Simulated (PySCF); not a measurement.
C3F3, SMILES [C]#CC(F)(F)F, multiplicity 2. Coordinates come from a PBE0-D3(BJ)/def2-SVP optimisation. The isomer is the one that the SMILES or the coordinates give; other isomers of the formula were not compared.

### Question
Give the equilibrium geometry at PBE0-D3(BJ)/def2-SVP (PySCF confirms it by a frequency run) as a Z-matrix, and its point group. (Estimate from the structure and the level; the computed values follow.)

### Answer
point group C3v.
```
C
F 1 1.3297
F 1 1.3297 2 108.10
F 1 1.3297 2 108.10 3 -116.78
C 1 1.4726 2 110.81 3 121.61
C 5 1.2102 3 147.42 1 -180.00
```
Charge 0, spin multiplicity 2.
